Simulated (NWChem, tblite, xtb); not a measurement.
## C2H7GaSe (SMILES [CH3][Ga]([CH3])[SeH]): methods side by side

C2H7GaSe: 11 atoms, total charge 0, spin state singlet. SMILES: `[CH3][Ga]([CH3])[SeH]`. Geometry: relaxed at PBE0-D4/def2-TZVP.

Each level gives the dipole moment (D). The values are calculated.

```
                             level            kind  program  value (D)   CPU time
                          GFN2-xTB  semi-empirical   tblite       3.82  under 2 s
                          GFN1-xTB  semi-empirical   tblite       1.77  under 2 s
                          GFN0-xTB  semi-empirical      xtb       3.53  under 2 s
                         IPEA1-xTB  semi-empirical   tblite       2.68  under 2 s
                         HF/STO-3G    Hartree–Fock   NWChem       1.79       24 s
                          HF/3-21G    Hartree–Fock   NWChem       2.66       18 s
                       HF/def2-SVP    Hartree–Fock   NWChem       2.14       50 s
B3LYP/6-31G* (spherical functions)   global hybrid   NWChem       2.06       95 s
B3LYP/6-31G* (Cartesian functions)   global hybrid   NWChem       2.06       96 s
                     PBE0/def2-SVP   global hybrid   NWChem       1.92       42 s
```

All-electron rows without a relativistic Hamiltonian named are non-relativistic. The values span 1.77 to 3.82 D. Magnitudes only. Sets without polarisation functions give poor dipoles. Without the sets that lack polarisation functions the rows with a basis span only 1.92 to 2.14 D. CPU times are rough (shared hosts, several kinds of processor and program).
